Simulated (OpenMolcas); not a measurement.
## Cr³⁺: effect of the active space

| Quantity | Value |
| --- | --- |
| Program | OpenMolcas 26.06 |
| Method | MS-CASPT2 or its RAS form, IPEA 0.25 Eh, imaginary shift 0.1 Eh |
| Basis | ANO-R2 |
| Scalar Hamiltonian | X2C, finite nucleus |
| Spin-orbit coupling | state interaction with AMFI integrals over the reference wave functions, term energies averaged over their components |

A. 3 electrons in 5 orbitals (3d); 2S+1 = 4 even, 10 roots; 2S+1 = 2 even, 40 roots; closed shells correlated: 3s 3p; CASPT2 step roughly 11 core-seconds
B. 9 electrons in 8 orbitals (RAS1 3p, at most 2 holes; RAS2 3d); 2S+1 = 4 even, 10 roots; 2S+1 = 2 even, 40 roots; closed shells correlated: 3s; CASPT2 step roughly 50 core-seconds
C. 3 electrons in 10 orbitals (3d 4d); 2S+1 = 4 even, 10 roots; 2S+1 = 2 even, 40 roots; closed shells correlated: 3s 3p; CASPT2 step of the order of 7 core-minutes

Energies in cm⁻¹ above 3d³ ⁴F_3/2, the measured ground level; measured values from Sugar and Corliss, J. Phys. Chem. Ref. Data 6, 317 (1977).

```csv
Level,A,B,C,Measured
3d³ ⁴F_3/2,0.0,0.0,0.0,0.0
3d³ ⁴F_5/2,250,261,251,236
3d³ ⁴F_7/2,590,616,593,556
3d³ ⁴F_9/2,1013,1058,1020,946
3d³ ⁴P_1/2,14660,14780,14680,14059
3d³ ⁴P_3/2,14770,14890,14790,14177
3d³ ⁴P_5/2,15060,15200,15090,14471
3d³ ²G_7/2,15440,15800,15750,15052
3d³ ²G_9/2,15800,16180,16130,15402
3d³ ²P_3/2 [62 %],20080,20290,20300,
3d³ ²P_1/2,20210,20340,20360,19519
3d³ ²D_5/2(1),21260,21680,21610,20664
3d³ ²D_3/2(1) [63 %],21270,21600,21550,20650
3d³ ²H_9/2,22060,22150,22280,21066
3d³ ²H_11/2,22340,22430,22580,21321
3d³ ²F_7/2,35740,35950,35950,34363
3d³ ²F_5/2,35890,36110,36100,34556
3d³ ²D_5/2(2),55440,55000,55600,52975
3d³ ²D_3/2(2),55630,55190,55760,53142
```

Deviations, from unrounded energies. A percentage is the sum of absolute deviations over the sum of measured energies, with the sign that they share, or ± where signs differ.

```
                        Against measurement  Levels     A      B     C
             mean absolute deviation (cm-1)      17   840    950  1000
      fine structure of the ground term (%)       3  +6.7  +11.4  +7.3
other terms of the ground configuration (%)      14  +4.0   +4.5  +4.8
```

A lies closest to measurement on these levels and C furthest from it. The largest miss of A in the table is 3d³ ²D_3/2(2), by +2500 cm-1. The ranking rests on the paired levels alone, and a cruder setting can come out closer through cancelling errors.

The two smallest mean deviations differ by little beside CASPT2's spread within terms, so their order carries little weight.

Among A to C the level of the table that moves most is 3d³ ²D_5/2(2), by 610 cm-1 (lowest in B, highest in C). Moves below CASPT2's spread within the term are not significant.

Term energies are means over components that CASPT2 splits; among the terms shown or strongly mixed into the levels shown the widest spread is 1100 cm-1 (3d³ ⁴F, B). Active for correlation alone: 3p; no level in the range computed is led by a configuration that opens it, so any true level of that kind is missing (holds for B). Active for correlation alone: 4d; no level in the range computed is led by a configuration that fills it, so any true level of that kind is missing (holds for C). Computed and measured levels are paired by configuration, term and J; levels that our copy of the source lacks, or whose pairing is in doubt (as where it misses far off the trend of its configuration), stay unpaired and out of the deviations. Levels of configurations outside the active space are missing.

A share in square brackets marks a mixed level and gives the weight of the term that names it, the lowest over the columns. A number in round brackets counts repeated terms of one configuration in the order of the reference energies.
